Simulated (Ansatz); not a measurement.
## BH8NPSi+: structure from calculated spectroscopic constants

These gas-phase data were calculated for one isomer of BH8NPSi+ at BLYP-D3(BJ)/def2-SVP (harmonic, unscaled wavenumbers; equilibrium rotational constants with average atomic masses):

| Quantity | Value |
| --- | --- |
| rotational constants | 9.566, 1.744, 1.614 GHz |
| all wavenumbers above 1500 cm⁻¹ | 3535, 3449, 2632, 2417, 2393, 2247, 2245, 2209, 1572 |

Candidates:

(1) `NB[PH2+][SiH3]`, a singlet
(2) `[SiH3]NB[PH3+]`, a singlet
(3) `BN[SiH2][PH3+]`, a singlet

Problem. Assign the data to one candidate and say why.

Solution. Candidate (1). 2 modes lie between 3250 and 3800 cm⁻¹, one for each N–H bond, while (2) has 1, (3) has 1.

The same quantities for all candidates:

|  | rotational constants (GHz) | wavenumbers above 1500 cm⁻¹ | E above the lowest, BLYP-D3(BJ)/def2-SVP (kcal/mol) |
| --- | --- | --- | --- |
| (1) | 9.566, 1.744, 1.614 | 3535, 3449, 2632, 2417, 2393, 2247, 2245, 2209, 1572 | 0.0 |
| (2) | 23.65, 1.294, 1.261 | 3437, 2629, 2438, 2438, 2405, 2249, 2229, 2210 | 3.5 |
| (3) | 7.239, 2.236, 1.897 | 3439, 2653, 2531, 2438, 2433, 2398, 2268, 2232 | 9.8 |

Harmonic stretches to hydrogen usually lie a few per cent above observed fundamentals. Each candidate is one conformer. Programs: Ansatz 0.2.0.
